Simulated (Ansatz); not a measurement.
Energy needed to pull apart InHI, doublet, into free ground-state atoms, from the structure below (displaced at random from a GFN2-xTB minimum); no zero-point or spin–orbit terms; open-shell atoms are treated unrestricted, in their ground-state multiplicity.

```tsv
atom	x (Å)	y (Å)	z (Å)
In1	-0.5312	0.4663	-0.2467
I2	1.9148	0.8816	1.0853
H3	-1.3782	-1.4213	-0.9516
```

Computed with Ansatz 0.2.0 (basis: def2-TZVPP); correlated methods freeze the cores; orbitals are unrestricted. Filled d shells of the heavier atoms are correlated. Core potentials replace the inner electrons of the atoms past krypton. The def2 sets are not built for correlating such inner shells, so the correlated values are less sure here. B3LYP uses VWN-RPA correlation.

| method | atomization energy (kJ/mol) |
| --- | --- |
| PBE-D4 | 426 |
| r2SCAN-D4 | ? |
| PBE0-D4 | 412 |
| B3LYP-D4 | 413 |
| BHLYP-D4 | 400 |
| wB97M-V | 392 |
| HF | 277 |
| MP2 | 380 |
| CCSD | ? |
| CCSD(T) | 390 |

Task: What does CCSD give? (An estimate is asked for; the value comes from the calculation.)

Result: Computed: 377 kJ/mol, which is about 13 kJ/mol less than CCSD(T)/def2-TZVPP.

Task: What does r2SCAN-D4 give? (Judge from chemistry; the value comes from the calculation.)

Result: Computed: 427 kJ/mol, which is about 37 kJ/mol more than CCSD(T)/def2-TZVPP.

In triple zeta the MP2 and coupled-cluster atomization energies are still short of their basis limit by a few kcal/mol a bond, whereas those of the functionals are nearly converged, so these differences are not deviations from converged CCSD(T).

No T1 diagnostic of these runs exceeds 0.020. ⟨S²⟩ of the unrestricted Hartree–Fock references: 0.85 (a pure state has 0.75). The unrestricted reference is spin-contaminated, which hurts MP2 most.

For scale, one of the runs: CCSD(T)/def2-TZVPP forces, 114 basis functions (an equivalent command: `ansatz run in.yaml --threads 4`). Time: 3.3 min of wall clock on 4 CPU threads; the host was shared. Peak host memory: 2.4 GiB.
